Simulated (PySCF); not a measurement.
# [Tm(H2O)2]2+ at several levels of theory

Computed with PySCF 2.14.0 (density fitting, no spin-orbit coupling) at the geometry relaxed with PBE0:

```xyz
7
[Tm(H2O)2]2+ (singlet in the valence; each metal's 4f electrons, 13 of them, lie in its core potential, out of spins and levels)
Tm    0.0000    0.0000    0.0000
O     0.0000    0.0000    2.3979
H     0.5409    0.5409    3.0019
H    -0.5409   -0.5409    3.0019
O     0.0000    0.0000   -2.3979
H     0.5409   -0.5409   -3.0019
H    -0.5409    0.5409   -3.0019
```

```json
{"level": "PBE0", "basis": "Tm lcecp-0-SVP with ECP59, O def2-SVP, H def2-SVP", "state": "singlet", "HOMO (eV)": "–", "gap (eV)": "–", "charge on Tm1 (e)": "1.56", "population of f-type functions on Tm1 (polarisation alone where 4f lies in the core)": "0.01", "dipole about the centre of mass (D)": "0.00", "largest force component (eV/Å)": "0.00"}
{"level": "TPSS", "basis": "the same", "state": "singlet", "HOMO (eV)": "–", "gap (eV)": "–", "charge on Tm1 (e)": "1.51", "population of f-type functions on Tm1 (polarisation alone where 4f lies in the core)": "0.01", "dipole about the centre of mass (D)": "0.00", "largest force component (eV/Å)": "0.50"}
{"level": "BLYP", "basis": "the same", "state": "singlet", "HOMO (eV)": "–", "gap (eV)": "–", "charge on Tm1 (e)": "1.47", "population of f-type functions on Tm1 (polarisation alone where 4f lies in the core)": "0.01", "dipole about the centre of mass (D)": "0.00", "largest force component (eV/Å)": "0.63"}
```

In the lcecp rows the 4f levels are missing from HOMO and gap, and the state counts the valence alone.

Charges are Mulliken's, which hang on the basis. The relaxation used the grid (50, 194), these runs (75, 302) or, all-electron (x2c bases, spin-free X2C Hamiltonian), (99, 590).

Question: What does PBE0 with Tm lcecp-0-TZVP with ECP59, O def2-TZVP, H def2-TZVP give here?

Answer: state singlet, charge on Tm1 (e) 1.78, population of f-type functions on Tm1 (polarisation alone where 4f lies in the core) 0.01, dipole about the centre of mass (D) 0.00, largest force component (eV/Å) 0.33. Time: 14 s on 2 threads of Arm Neoverse V1, on a shared host, from free ions and atoms.

A frequency check found unstable modes (2, the lowest at -15 cm⁻¹), so the relaxed geometry is a saddle point, or these are noise. An lcecp potential fixes the number of 4f electrons, so in runs with it no electron can move into or out of that shell.
